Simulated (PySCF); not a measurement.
C₃H₆FOSi (charge -1).
Geometry (GFN2-xTB, Å), atoms numbered from 1 in this order:
```xyz
12
C3H6FOSi angstrom
C     -1.2946   -0.6823   -1.2714
C     -0.3889   -0.2532   -0.3755
C     -0.8211    0.4362    0.8924
O      0.8912   -0.4084   -0.5496
Si     2.1040   -0.1722    0.6743
F      3.3932   -0.3637   -0.4001
H     -0.9946   -1.1788   -2.1784
H     -2.3508   -0.5440   -1.1100
H     -0.4376    1.4566    0.9062
H     -1.9051    0.4529    0.9934
H     -0.3571   -0.0866    1.7329
H      2.1626    1.3428    0.6597
```

Mayer bond orders were computed from the PBE0/pcSseg-1 density (PySCF). The structure is a single GFN2-xTB conformer in the gas phase; no vibrational or solvent corrections. The pcSseg-1 basis has no diffuse functions, a weakness for an anion.

Problem. The orders 0.67, 0.77, 1.05, 1.17, 1.80 belong to the bonds C1–C2, C2–C3, C2–O4, O4–Si5, Si5–F6, in another order. Match them.

Solution. O4–Si5 0.67; Si5–F6 0.77; C2–C3 1.05; C2–O4 1.17; C1–C2 1.80.

Problem. Set the orders of all bonds between heavy atoms beside their lengths and the difference of the Mulliken charges at their ends.

Solution. 
| bond | Mayer order | length (Å) | q(first) − q(second) (e) |
| --- | --- | --- | --- |
| C1–C2 | 1.796 | 1.344 | -0.412 |
| C2–O4 | 1.174 | 1.301 | +0.697 |
| C2–C3 | 1.052 | 1.507 | +0.393 |
| Si5–F6 | 0.773 | 1.689 | +0.918 |
| O4–Si5 | 0.665 | 1.739 | -0.978 |

The Mayer order sums products of elements of PS (density times overlap matrix) between the two atoms' basis functions, so it depends on the basis set.
